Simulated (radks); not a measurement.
B4+, 1 electrons, occupied as 1s1.

All-electron calculation, non-relativistic Kohn-Sham, PBEsol, spin-polarised, spherical densities, point nucleus; open shells are filled with parallel spins first. Program: a radial shooting solver on a logarithmic mesh with Libxc functionals.

Energy parts (eV):
total: -337.706
kinetic: 337.471
electron-nucleus: -677.593
Hartree: 42.250
exchange-correlation: -39.835

Orbitals (lengths in bohr, moments of r in powers of bohr):
orbital  occ.  eigenvalue (eV)     <r>  <1/r>
1s up       1        -307.0509  0.3024  4.980

The highest occupied level is 1s up at -307.05 eV. Virial ratio -V/T = 2.00070. The density falls to 0.001 e/bohr^3 at r = 1.07 bohr. The electron density at the nucleus is 39.74 e/bohr^3. For comparison, the ionisation energy in NIST's Atomic Spectra Database is 340.23 eV (theoretical). In exact Kohn-Sham theory the highest level is minus the ionisation energy, but local and semilocal functionals leave it too shallow, through self-interaction and a potential that decays too fast; potentials with the right tail come closer. The spin density at the nucleus is 39.74 e/bohr^3 (1s 39.74), a Fermi contact field of 2.08e+03 T. Summed over all electrons, <r^2> = 0.1223 bohr^2, which gives a Langevin (diamagnetic) susceptibility term of -0.0969 x 10^-6 cm^3/mol.
